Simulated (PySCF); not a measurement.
Structure problem from calculated spectra and properties.

Elements present: C, H and O. Monoisotopic mass: 111.0804 u (electron mass counted); charge +1.

- Rotational structure: rotational constants A, B, C: 2.982, 1.866, 1.651 GHz [GFN2-xTB]
- UV, strongest line: among the 6 lowest singlet transitions: S2 at 4.81 eV (258 nm, f = 0.006) [TDDFT PBE0/def2-SVPD]
- UV, first state: lowest singlet excitation: 4.68 eV (265 nm, f = 0.003) [TDDFT PBE0/def2-SVPD]
- 13C NMR: chemical shifts (computed TMS as zero) by class: 169.0 (1 C), 57.6 (1 C), 36.8 (2 C), 26.3 (2 C), 16.9 (1 C) ppm [GIAO PBE0/pcSseg-1]
- Polarisability: 74.1 au [PBE0/def2-SVPD]
- Triplet: lowest triplet excitation (Tamm–Dancoff): 4.61 eV [TDA PBE0/def2-SVPD]
- NMR, other nuclei: isotropic shieldings of nuclei other than C and H, by class: -28 (1 O) ppm [GIAO PBE0/pcSseg-1]
- 1H NMR: chemical shifts (computed TMS as zero) by class: 3.82 (2 H), 3.61 (1 H), 2.89 (2 H), 2.51 (2 H), 1.94 (2 H), 1.72 (2 H) ppm [GIAO PBE0/pcSseg-1]

Electronic properties: PySCF, gas phase, density fitting. Levels stand in brackets. NMR shifts are as computed; neighbouring signals can stand in another order in a measured spectrum. The structure is a single GFN2-xTB conformer in the gas phase; no vibrational or solvent corrections. Each NMR value is the plain mean over a class of atoms that symmetry, rotation or inversion makes alike.

Question: Which formula fits the mass and the elements?

Answer: C7H11O (calculated 111.0804). No other formula that holds each of these elements comes within 0.0003 u with a fitting electron parity and a possible valence count.

Question: Propose a structure and show how it fits.

Answer: Numbering: `[O+:1]#[C:2][CH2:3][CH:4]1[CH2:5][CH2:6][CH2:7][CH2:8]1`. 7 carbons fall into 5 classes; from least to most shielded: triply bonded carbon [C2] (169.0 ppm), sp3 CH carbon [C4] (57.6 ppm), ring CH2 carbon [C5/C8] (36.8 ppm, 2 C, up to 5.2 ppm apart in this geometry), ring CH2 carbon [C6/C7] (26.3 ppm, 2 C, up to 7.5 ppm apart in this geometry), chain CH2 carbon [C3] (16.9 ppm). Hydrogen classes from least to most shielded: 2 H on a chain CH2 carbon, C3 (3.82 ppm, a mean of values up to 0.6 ppm apart in this geometry), 1 H on an sp3 CH carbon, C4 (3.61 ppm), 2 H on 2 ring CH2 carbons, C6/C7 (2.89 ppm), 2 H on 2 ring CH2 carbons, C5/C8 (2.51 ppm), 2 H on 2 ring CH2 carbons, C5/C8 (1.94 ppm), 2 H on 2 ring CH2 carbons, C6/C7 (1.72 ppm, a mean of values up to 0.6 ppm apart in this geometry). The other shieldings belong to: -28 ppm, oxygen bonded to C [O1]. S1 is mainly HOMO→LUMO (weight 0.97); the largest Löwdin shares of the orbital it empties are 0.21 on a ring CH2 carbon, 0.15 on a ring CH2 carbon, 0.11 on a methylene hydrogen and 0.11 on a ring CH2 carbon, of the orbital it fills 0.41 on the triply bonded carbon, 0.31 on the oxygen bonded to C, 0.10 on the chain CH2 carbon and 0.07 on the sp3 CH carbon. The optimised geometry has point group C1 and is an asymmetric top. Structure: `[O+]#CCC1CCCC1`. The assignments are read from this structure; whether some other isomer fits the data as well wasn't checked.
